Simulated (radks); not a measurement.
The potassium anion K-, [Ar] 4s2, held by a Watson sphere: a shell of charge +1 at radius R that stands for the Madelung well of a crystal (potential energy -1/R inside, -1/r outside, in hartree with lengths in bohr). All-electron calculation, scalar-relativistic Kohn-Sham, LDA (Slater exchange, Perdew-Wang correlation), spin-unpolarised, spherical densities, finite nucleus; Fermi nuclear charge, rms radius of each element as measured or else 0.836 A^(1/3) + 0.57 fm. Program: a radial shooting solver on a logarithmic mesh with Libxc functionals. Response by self-consistent Sternheimer equations with the Hartree and adiabatic LDA kernel, the relativistic mass of each level held fixed and spin-orbit coupling left out. The sphere does not respond.

R (bohr) = 2.49: e(3s) (eV) -37.754; e(3p) (eV) -21.460; e(4s) (eV) -3.692; <r> 4s (bohr) 4.187; sum of <r^2> (bohr^2) 60.09; X-ray form factor at sin(theta)/lambda = 0.2 1/angstrom 13.655; alpha (bohr^3) 170.8
R (bohr) = 3.37: e(3s) (eV) -35.904; e(3p) (eV) -19.621; e(4s) (eV) -3.523; <r> 4s (bohr) 4.400; sum of <r^2> (bohr^2) 64.26; X-ray form factor at sin(theta)/lambda = 0.2 1/angstrom 13.643; alpha (bohr^3) 200.6
R (bohr) = 3.39: e(3s) (eV) -35.876; e(3p) (eV) -19.593; e(4s) (eV) -3.518; <r> 4s (bohr) 4.406; sum of <r^2> (bohr^2) 64.38; X-ray form factor at sin(theta)/lambda = 0.2 1/angstrom 13.643; alpha (bohr^3) 201.6
R (bohr) = 4.54: e(3s) (eV) -34.830; e(3p) (eV) -18.525; e(4s) (eV) -3.169; <r> 4s (bohr) 4.782; sum of <r^2> (bohr^2) 72.10; X-ray form factor at sin(theta)/lambda = 0.2 1/angstrom 13.672; alpha (bohr^3) 272.8
R (bohr) = 5.14: e(3s) (eV) -34.548; e(3p) (eV) -18.235; e(4s) (eV) -2.978; <r> 4s (bohr) 4.979; sum of <r^2> (bohr^2) 76.50; X-ray form factor at sin(theta)/lambda = 0.2 1/angstrom 13.686; alpha (bohr^3) 320.2
